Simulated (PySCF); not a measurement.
# Basis and Hamiltonian dependence of the ionisation energy of Ge⁺

Ge⁺ [Ar] 3d10 4s2 4p1 (2P) → Ge²⁺ [Ar] 3d10 4s2 (1S). All values are computed (PySCF 2.14, energy differences of UHF-based or UKS calculations, no spin-orbit coupling). Values in eV.

```
                                                                               basis       Hamiltonian  functions     UHF     LDA    PBE0  MP2 (valence)  CCSD(T) (valence)  CCSD(T) (valence and next inner shell)
                                                                          x2c-SVPall     spin-free X2C         32  15.235     n/a     n/a         15.390             15.480                                     n/a
                                                                            def2-SVP  non-relativistic         32  15.254     n/a     n/a         15.405             15.497                                     n/a
                                                                      aug-cc-pVDZ-DK     spin-free X2C         36  15.231  15.903  15.819         15.380             15.466                                     n/a
                                                                             pcseg-2  non-relativistic         43  15.272     n/a     n/a         15.503             15.596                                     n/a
                                                                        x2c-TZVPPall     spin-free X2C         48  15.199  15.850  15.762         15.437             15.532                                  15.632
                                                                           def2-TZVP  non-relativistic         48  15.224     n/a     n/a         15.456             15.549                                     n/a
                                                                         x2c-TZVPall     spin-free X2C         48  15.199     n/a     n/a         15.437             15.532                                     n/a
                                                                         def2-TZVPPD  non-relativistic         54  15.218  15.876  15.786         15.451             15.545                                  15.640
                      x2c-TZVPPall with one added diffuse shell each of s, p, d type     spin-free X2C         57  15.200  15.854  15.765         15.439             15.535                                  15.635
      aug-cc-pVTZ-PP with one added diffuse shell each of s, d, f type with ECP10MDF               ECP         68  15.250  15.815  15.744         15.489             15.582                                     n/a
                                                        aug-cc-pVQZ-PP with ECP10MDF               ECP         89  15.255  15.820  15.750         15.521             15.605                                     n/a
                                                      aug-cc-pwCVTZ-PP with ECP10MDF               ECP         96  15.256  15.830  15.757         15.502             15.594                                  15.721
                                                                        x2c-QZVPPall     spin-free X2C         97  15.257  15.907  15.808         15.520             15.605                                  15.726
aug-cc-pVQZ-PP with one added diffuse shell each of s, p, d, f, g type with ECP10MDF               ECP        114  15.255  15.820  15.750         15.521                n/a                                     n/a
```

Frozen in the all-electron rows: valence: [Ar] 3d10; valence and next inner shell: [Ne]; with a core potential, the same shells as far as they lie outside it.

Non-relativistic rows lack the scalar-relativistic shift.

Reference for a calculation without spin-orbit coupling: 15.789 eV (measured, between term centres; NIST).
